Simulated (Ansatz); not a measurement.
B₂As₃⁻, relaxed as a quintet with UKS PBE-D4/def2-SVPD in Ansatz, starting from the PBE-D4/def2-SVPD geometry of the charge -1 singlet. Force threshold 0.02 eV/Å.

The highest occupied level of the charge -1 quintet lies above zero (up to 0.49 eV). The electron is either unbound and held by the finite basis, or the level is raised by self-interaction error. At PBE-D4/def2-SVPD a singlet of charge -1 lies 2.12 eV below the quintet, each at its own geometry. The structure comes from a short search, and lower isomers may exist.

Start:

Cartesian coordinates in Å:
```
B -0.053 0.657 -0.177
B 0.418 -0.631 0.941
As 0.287 -1.467 -0.830
As -1.335 0.305 -1.580
As 0.683 1.136 1.647
```

```json
{"step": "1", "energy (eV)": "-183822.4802", "largest force component (eV/Å)": "1.793", "SCF passes": "26"}
{"step": "2", "energy (eV)": "-183822.9039", "largest force component (eV/Å)": "1.039", "SCF passes": "33"}
{"step": "3", "energy (eV)": "-183823.2098", "largest force component (eV/Å)": "0.734", "SCF passes": "28"}
{"step": "4", "energy (eV)": "-183823.3590", "largest force component (eV/Å)": "0.727", "SCF passes": "28"}
{"step": "5", "energy (eV)": "-183823.4269", "largest force component (eV/Å)": "0.318", "SCF passes": "29"}
{"step": "6 (rejected)", "energy (eV)": "-183823.3789", "largest force component (eV/Å)": "0.428", "SCF passes": "33"}
{"step": "7", "energy (eV)": "-183823.4477", "largest force component (eV/Å)": "0.144", "SCF passes": "28"}
{"step": "8", "energy (eV)": "-183823.4492", "largest force component (eV/Å)": "0.090", "SCF passes": "23"}
{"step": "9", "energy (eV)": "-183823.4501", "largest force component (eV/Å)": "0.018", "SCF passes": "25"}
```

Force components are those of the run's own axes.

End:

```xyz
5

B    -0.552    0.346    0.149
B     0.322   -0.696    1.085
As    0.420   -1.385   -0.856
As   -1.134    0.488   -1.726
As    0.944    1.247    1.347
```

By distances, no bond broke or formed. The bond that changes most is B2–As5, from 1.92 to 2.06 Å (atoms count from 1).

No frequencies were taken in this run, so the end may be a saddle point.

Run time 38 s (4 threads of Arm Neoverse N1 on a shared host).
